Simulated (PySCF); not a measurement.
Ligands exchanged one at a time, Si Br-H. All species are isolated molecules in the gas phase. Strings in code marks are SMILES.

Calculation: PySCF 2.14.0 with PBE-D3(BJ)/def2-TZVP // r2SCAN-D4/def2-TZVP. All candidates: neutral, multiplicity 1. Excitations are Tamm–Dancoff values on a coarser integration grid. The basis has no diffuse functions, so Rydberg states are missing or too high.

```yaml
S1 excitation (TDA): 5.92 eV
T1 excitation (TDA): 5.62 eV
dipole_moment: 0.97 D
```

### Question
Which member has these values?
A. `[SiH3]Br`
B. `Br[SiH2]Br`
C. `Br[SiH](Br)Br`

### Answer
B, `Br[SiH2]Br`. The others give `[SiH3]Br`: 6.12 eV, 5.75 eV, 1.19 D; `Br[SiH](Br)Br`: 5.46 eV, 5.16 eV, 0.56 D
